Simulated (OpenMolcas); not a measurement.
**Co III: effect of the IPEA shift**

| Property | Result |
| --- | --- |
| Program | OpenMolcas 26.06 |
| Basis | ANO-RCC-VDZP [5s4p2d1f] |
| Scalar Hamiltonian | DKH2, point nucleus |
| Active space | 7 electrons in 6 orbitals (3d 4s) |
| State averaging | 2S+1 = 4 even, 50 roots; 2S+1 = 6 even, 5 roots kept (CI in the orbitals of an earlier block); 2S+1 = 2 even, 103 roots kept (CI in the orbitals of an earlier block) |
| Spin-orbit coupling | state interaction with AMFI integrals over the reference wave functions, term energies averaged over their components |

Methods on the same reference wave functions:
A. CASSCF
B. MS-CASPT2, IPEA 0 Eh, imaginary shift 0.1 Eh (closed shells correlated: 3s 3p)
C. MS-CASPT2, IPEA 0.25 Eh, imaginary shift 0.1 Eh (closed shells correlated: 3s 3p)

Energies in cm⁻¹ above 3d⁷ ⁴F_9/2, the measured ground level; measured values from Sugar and Corliss, J. Phys. Chem. Ref. Data 10, 1097 (1981).

| Level | A | B | C | Measured |
| --- | --- | --- | --- | --- |
| 3d⁷ ⁴F_9/2 | 0.0 | 0.0 | 0.0 | 0.0 |
| 3d⁷ ⁴F_7/2 | 934 | 940 | 939 | 841 |
| 3d⁷ ⁴F_5/2 | 1622 | 1623 | 1622 | 1451 |
| 3d⁷ ⁴F_3/2 | 2095 | 2090 | 2090 | 1867 |
| 3d⁷ ⁴P_5/2 | 20290 | 15900 | 16210 | 15202 |
| 3d⁷ ²G_9/2 | 20316 | 16750 | 17210 | 16978 |
| 3d⁷ ⁴P_3/2 | 20607 | 16010 | 16350 | 15428 |
| 3d⁷ ⁴P_1/2 | 21043 | 16580 | 16900 | 15811 |
| 3d⁷ ²G_7/2 | 21212 | 17630 | 18100 | 17766 |
| 3d⁷ ²P_3/2 | 26870 | 19400 | 19940 | 20195 |
| 3d⁷ ²H_11/2 | 27018 | 23360 | 23740 | 22720 |
| 3d⁷ ²H_9/2 | 27810 | 24150 | 24540 | 23434 |
| 3d⁷ ²P_1/2 | 27811 | 20100 | 20650 |  |
| 3d⁷ ²D_5/2(1) | 29274 | 22690 | 23240 | 23059 |
| 3d⁷ ²D_3/2(1) | 30669 | 23970 | 24530 | 24237 |
| 3d⁶ 4s ⁶D_9/2 | 33232 | 51130 | 51220 | 46438 |
| 3d⁶ 4s ⁶D_7/2 | 33787 | 51690 | 51780 | 47003 |
| 3d⁶ 4s ⁶D_5/2 | 34201 | 52100 | 52190 | 47415 |
| 3d⁶ 4s ⁶D_3/2 | 34491 | 52390 | 52480 | 47699 |
| 3d⁶ 4s ⁶D_1/2 | 34662 | 52560 | 52650 | 47865 |
| 3d⁶ 4s ⁴D_7/2(1) | 41705 | 57690 | 57960 |  |
| 3d⁶ 4s ⁴D_5/2(1) | 42352 | 58340 | 58610 | 56374 |
| 3d⁶ 4s ⁴D_3/2(1) | 42787 | 58770 | 59040 | 56795 |
| 3d⁶ 4s ⁴D_1/2(1) | 43039 | 59020 | 59290 | 57037 |

Deviations, from unrounded energies. A percentage is the sum of absolute deviations over the sum of measured energies, with the sign that they share, or ± where signs differ.

```tsv
Against measurement	Levels	A	B	C
mean absolute deviation (cm-1)	21	7600	1700	1800
fine structure of the ground term (%)	3	+11.8	+11.8	+11.8
other terms of the ground configuration (%)	10	+25.8	±2.7	±3.3
other configurations (%)	8	-26.6	+7.2	+7.5
```

B lies closest to measurement on these levels and A furthest from it. The largest miss of B in the table is 3d⁶ 4s ⁶D_9/2, by +4700 cm-1. The ranking rests on the paired levels alone, and a cruder setting can come out closer through cancelling errors.

Between B and C the level of the table that moves most is 3d⁷ ²D_5/2(1), by 560 cm-1 (lowest in B, highest in C). Moves below CASPT2's spread within the term are not significant.

The mean deviations of B to C differ by less than CASPT2's widest spread within a term (2700 cm-1), so their order carries little weight.

From A to B the spin-free energies of the other terms of 3d⁷ shown, above ⁴F, scale by factors of 0.70 to 0.86, as is usual when dynamic correlation screens the repulsion within a d or f shell.

The lowest spin-free term lies below A's lowest term by 0.432 hartree in B, 0.424 hartree in C.

Term energies are means over components that CASPT2 splits; among the terms shown or strongly mixed into the levels shown the widest spread is 2700 cm-1 (3d⁷ ⁴F, B). Terms from blocks run as CI alone lack orbitals of their own. A single d shell beside an s shell can misplace configurations of different d count against each other. Without dynamic correlation excited terms often stand tens of per cent too high (terms of higher spin than the ground term too low), and those without a measured partner can miss by more than the paired ones (holds for A). Some levels mix across a computed gap that differs much from the measured one, so their mixing is not that of the real levels (holds for A; B). Blocks of more than 70 roots (2S+1 = 2 even) ran without multistate coupling (holds for B; C). Measured partners are found by configuration, term and J. A level has none where our copy of the source lacks it or the pairing is in doubt (some pairs that miss far off the trend of their configuration count as doubtful), and it then counts in no deviation. Levels of configurations outside the active space are missing. Levels that lie high or do not pair safely by name in every column are left out.

A number in round brackets counts repeated terms of one configuration in the order of the reference energies.
